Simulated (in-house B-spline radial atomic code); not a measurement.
A radial electron density 4πr²n(r) was computed for an atom or ion in its tabulated ground configuration with a B-spline radial code for spherical atoms; method: Dirac-Hartree-Fock, average of configuration. Columns: r (bohr), 4πr²n(r) (electrons per bohr), bar.

```
0.000798    2.684 #
   0.001    3.909 ##
 0.00127     5.78 ##
 0.00159    8.277 ###
 0.00201    11.91 #####
 0.00253    16.78 #######
 0.00318    23.21 #########
 0.00401    31.57 #############
 0.00504    41.63 #################
 0.00635    53.25 #####################
   0.008    65.34 ##########################
  0.0101    76.28 ###############################
  0.0127    83.64 ##################################
   0.016    85.82 ##################################
  0.0201    82.74 #################################
  0.0253     77.4 ###############################
  0.0319    75.72 ##############################
  0.0401    82.95 #################################
  0.0505    97.85 #######################################
  0.0636    109.8 ############################################
  0.0801      107 ###########################################
   0.101    91.55 #####################################
   0.127    82.82 #################################
    0.16    91.35 #####################################
   0.201    97.28 #######################################
   0.254    76.98 ###############################
   0.319    47.67 ###################
   0.402    40.17 ################
   0.506    47.34 ###################
   0.638    42.12 #################
   0.803    26.24 ###########
    1.01    15.27 ######
    1.27    10.88 ####
     1.6     7.51 ###
    2.02    3.904 ##
    2.54     1.62 #
     3.2   0.7967 
    4.03   0.5881 
    5.07   0.4079 
    6.39      0.2 
    8.04  0.06344 
    10.1  0.01198 
    12.8 0.001066 
    16.1 4.443e-05
```

Task: Which atom or ion is it?
A. Eu
B. Gd
C. Pm
D. Eu+

Result: A. The area under the curve, ∫4πr²n dr = ∫r·4πr²n d(ln r) on this logarithmic grid, is 63 electrons, which only this option has. The configuration is [Xe] 4f7 6s2.
